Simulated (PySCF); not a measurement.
All values below come from PySCF with CAM-B3LYP-D3(BJ)/def2-TZVP. All species are isolated molecules in the gas phase. One relaxed conformer stands for a flexible species; it need not be the lowest. Excitations are Tamm–Dancoff values on a coarser integration grid. The basis has no diffuse functions, so Rydberg states are missing or too high.

Reference species (SMILES): `B/C=C\CC#N` (neutral, multiplicity 1).

- HOMO = -10.05 eV
- S1–T1 gap (TDA) = 1.75 eV

Changed species: `BC/C=C/C#N`.

Task: What does the change do to the HOMO and S1–T1 gap (TDA)?

Result: the HOMO rises by 0.92 eV, to -9.13 eV; the S1–T1 gap (TDA) drops by 0.19 eV, to 1.56 eV.
